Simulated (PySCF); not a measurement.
# Zn⁺: ionisation energy

Zn⁺ [Ar] 3d10 4s1 (2S) → Zn²⁺ [Ar] 3d10 (1S), as a difference of total energies. Computed with PySCF 2.14 in aug-cc-pV5Z-PP with ECP10MDF (8s8p7d5f4g3h2i, 197 functions), with a scalar-relativistic core potential. Correlated levels: valence: 3s2 3p6 frozen. The calculations carry no spin-orbit coupling.

```csv
method,ionisation energy (eV),error (eV)
UHF,16.859,-1.105
r2SCAN0,18.279,+0.315
B2PLYP,18.310,+0.346
MP2 (valence),17.943,-0.021
SCS-MP2 (valence),17.775,-0.189
```

Reference: 17.964 eV (measured; NIST Atomic Spectra Database, ionization energies).
